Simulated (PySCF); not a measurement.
1-cyclopropylpenta-1,3-diyne, C₈H₈.
Atom-mapped SMILES: `[CH3:1][C:2]#[C:3][C:4]#[C:5][CH:6]1[CH2:7][CH2:8]1` (hydrogens: H9, H10, H11 on C1; H12 on C6; H13, H14 on C7; H15, H16 on C8)

The same species was optimised twice, with GFN2-xTB and with PBE0-D3(BJ)/def2-SVP (PySCF), and the same property calculations (PySCF, gas phase) were run on both structures.

```
  coordinate  GFN2-xTB  PBE0-D3(BJ)/def2-SVP  change
   C3–C4 (Å)     1.358                 1.370  +0.012
   C2≡C3 (Å)     1.207                 1.219  +0.012
   C4≡C5 (Å)     1.209                 1.221  +0.012
   C5–C6 (Å)     1.424                 1.433  +0.009
   C1–C2 (Å)     1.443                 1.450  +0.007
   C6–C7 (Å)     1.508                 1.514  +0.006
   C6–C8 (Å)     1.508                 1.514  +0.006
   C7–C8 (Å)     1.494                 1.490  -0.004
C5–C6–C8 (°)     119.3                 120.2    +0.9
C4–C5–C6 (°)     178.9                 179.8    +0.9
C3–C4–C5 (°)     179.1                 179.9    +0.8
C5–C6–C7 (°)     119.6                 120.4    +0.8
C7–C6–C8 (°)      59.4                  59.0    -0.4
C1–C2–C3 (°)     179.6                 180.0    +0.4
C6–C8–C7 (°)      60.3                  60.5    +0.2
C6–C7–C8 (°)      60.3                  60.5    +0.2
```

Rotational constants: A = 12567, B = 628.2, C = 626.1 MHz (GFN2-xTB) against A = 12570, B = 615.7, C = 613.8 MHz (PBE0-D3(BJ)/def2-SVP).

On the GFN2-xTB structure: lowest singlet, TDDFT (eV) 4.59 [CAM-B3LYP/def2-SVPD]; isotropic polarisability (au) 103.5 [CAM-B3LYP/def2-SVPD]; HOMO (eV) -7.67 [CAM-B3LYP/def2-SVPD]; LUMO (eV) 0.89 [CAM-B3LYP/def2-SVPD]; dipole (D) 0.28 [CAM-B3LYP/def2-SVPD]; HOMO (eV) -6.47 [PBE0/pcSseg-1]; LUMO (eV) -0.18 [PBE0/pcSseg-1]; dipole (D) 0.32 [PBE0/pcSseg-1]; GIAO shielding of C1 (ppm) 181.4 [PBE0/pcSseg-1]; GIAO shielding of C2 (ppm) 109.6 [PBE0/pcSseg-1]; GIAO shielding of C3 (ppm) 113.8 [PBE0/pcSseg-1]; GIAO shielding of C4 (ppm) 117.9 [PBE0/pcSseg-1]; GIAO shielding of C5 (ppm) 101.3 [PBE0/pcSseg-1]; GIAO shielding of C6 (ppm) 183.9 [PBE0/pcSseg-1]; GIAO shielding of C7/C8 (mean) (ppm) 175.3 [PBE0/pcSseg-1].

**Question.** What do these properties become on the PBE0-D3(BJ)/def2-SVP structure?

**Answer.** 
| property | level | on GFN2-xTB | on PBE0-D3(BJ)/def2-SVP | change |
| --- | --- | --- | --- | --- |
| lowest singlet, TDDFT (eV) | CAM-B3LYP/def2-SVPD | 4.59 | 4.48 | -0.11 |
| isotropic polarisability (au) | CAM-B3LYP/def2-SVPD | 103.5 | 106.0 | +2.5 |
| HOMO (eV) | CAM-B3LYP/def2-SVPD | -7.67 | -7.66 | +0.01 |
| LUMO (eV) | CAM-B3LYP/def2-SVPD | 0.89 | 0.77 | -0.12 |
| dipole (D) | CAM-B3LYP/def2-SVPD | 0.28 | 0.30 | +0.02 |
| energy, GFN2-xTB geometry as zero (kcal/mol) | CAM-B3LYP/def2-SVPD | 0.0 | -0.7 | -0.7 |
| HOMO (eV) | PBE0/pcSseg-1 | -6.47 | -6.47 | 0.00 |
| LUMO (eV) | PBE0/pcSseg-1 | -0.18 | -0.30 | -0.12 |
| dipole (D) | PBE0/pcSseg-1 | 0.32 | 0.34 | +0.02 |
| energy, GFN2-xTB geometry as zero (kcal/mol) | PBE0/pcSseg-1 | 0.0 | -0.1 | -0.1 |
| GIAO shielding of C1 (ppm) | PBE0/pcSseg-1 | 181.4 | 179.1 | -2.3 |
| GIAO shielding of C2 (ppm) | PBE0/pcSseg-1 | 109.6 | 109.3 | -0.3 |
| GIAO shielding of C3 (ppm) | PBE0/pcSseg-1 | 113.8 | 112.2 | -1.6 |
| GIAO shielding of C4 (ppm) | PBE0/pcSseg-1 | 117.9 | 116.3 | -1.6 |
| GIAO shielding of C5 (ppm) | PBE0/pcSseg-1 | 101.3 | 100.5 | -0.8 |
| GIAO shielding of C6 (ppm) | PBE0/pcSseg-1 | 183.9 | 182.4 | -1.5 |
| GIAO shielding of C7/C8 (mean) (ppm) | PBE0/pcSseg-1 | 175.3 | 173.0 | -2.3 |

The heavy atoms differ by 0.028 Å rms after alignment. Among bonds between heavy atoms C2≡C3, C3–C4 and C4≡C5 change most and about equally (+0.012 Å). Changes are differences of the printed values. Neither structure is proved a minimum here.
